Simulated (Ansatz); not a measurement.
CH5BSi, SMILES `C=B[SiH3]` (charge 0, multiplicity 1).

Cartesian coordinates (Å):
```xyz
8

C      1.8803    -0.1608    -0.1234
B      0.5122    -0.0385     0.0037
Si    -1.4524     0.1290     0.1169
H      2.5598    -0.1030     0.7214
H      2.3666    -0.3235    -1.0806
H     -1.9536    -0.0171    -1.2726
H     -2.0491    -0.9320     0.9609
H     -1.8653     1.4500     0.6445
```
Charge 0, spin multiplicity 1.

Frozen-core energies in 6-31g from Ansatz (a first-principles code) at a geometry from B3LYP-D3(BJ)/def2-TZVP; the HF reference has <S^2> = 0.00 and the T1 diagnostic is 0.013.

| level | energy (Ha) |
|---|---|
| HF | -354.23690 |
| MP2 | -354.42853 |
| CCSD | -354.46891 |
| CCSD(T) | -354.47515 |

**Question.** Estimate the energies of CCSDT and CCSDT(Q), and give each level's difference from CCSDT(Q).

**Answer.** 
| level | energy (Ha) | difference from CCSDT(Q) (mHa) |
|---|---|---|
| MP2 | -354.42853 | 47.84 |
| CCSD | -354.46891 | 7.45 |
| CCSD(T) | -354.47515 | 1.22 |
| CCSDT | -354.47603 | 0.33 |
| CCSDT(Q) | -354.47637 | 0.00 |
